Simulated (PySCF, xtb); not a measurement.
C₂H₅CdI, SMILES [Cd]([I])[CH2]C.

xtb with GFN2-xTB at its own geometry gives an orbital gap of 3.49 eV and a dipole moment of 7.28 D.

Coordinates come from a PBE0-D3(BJ)/def2-SVP optimisation. The structure was generated by enumeration; whether it is a known compound was not checked. The def2 effective core potentials stand for the cores of Cd, I; spin–orbit coupling is left out. The values are those of a single conformer.

Q: What does PBE/def2-TZVP run with PySCF give? (The exact figures need the calculation; the answer reports its results.)

A: gap 4.31 eV (levels -6.15 and -1.84 eV), dipole 3.03 D.
